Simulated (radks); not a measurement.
Problem. Hg3+, configuration [Xe] 4f14 5d9 (the NIST ground configuration). Method: scalar-relativistic Kohn-Sham, PBEsol, spin-polarised, spherical densities, finite nucleus; open shells are filled with parallel spins first (spin-orbit coupling, left out, can overturn this in heavy ions); Fermi nuclear charge, rms radius 5.4648 fm; computed with a radial shooting solver on a logarithmic mesh with Libxc functionals. Some entries of the table are withheld. Estimate them.

orbital  occ.  eigenvalue (hartree)  <1/r> (bohr^-1)  r(max) (bohr)
1s up       1             -3055.389            97.49        0.01023
1s down     1             -3055.389            97.49        0.01023
2s up       1             -542.6177            22.88        0.05917
2s down     1             -542.6146            22.88        0.05917
2p up       3             -468.3236            20.28        0.04907
2p down     3             -468.3210            20.28        0.04907
3s up       1             -129.7277            8.481         0.1668
3s down     1             -129.7263            8.481         0.1668
3p up       3             -108.2511            7.719         0.1664
3p down     3             -108.2495            7.719         0.1664
3d up       5             -85.59585            7.259         0.1355
3d down     5             -85.59349            7.259         0.1355
4s up       1             -29.49792            3.642         0.3758
4s down     1             -29.49482            3.642         0.3758
4p up       3             -22.45244            3.284         0.3959
4p down     3             -22.44947            3.284         0.3959
4d up       5             -14.07961            2.947         0.4028
4d down     5             -14.07614            2.947         0.4028
5s up       1              -5.61002              (1)         0.8273
5s down     1              -5.59038              (2)         0.8267
4f up       7              -4.79516            2.534         0.3663
4f down     7              -4.79047            2.535         0.3663
5p up       3              -3.70745            1.286         0.9271
5p down     3              -3.68385            1.287         0.9262
5d up       5              -1.57453              (3)            (4)
5d down     4              -1.54869              (5)            (6)

Solution. 
(1) 5s up <1/r> (bohr^-1): 1.508
(2) 5s down <1/r> (bohr^-1): 1.510
(3) 5d up <1/r> (bohr^-1): 0.9411
(4) 5d up r(max) (bohr): 1.147
(5) 5d down <1/r> (bohr^-1): 0.9403
(6) 5d down r(max) (bohr): 1.146
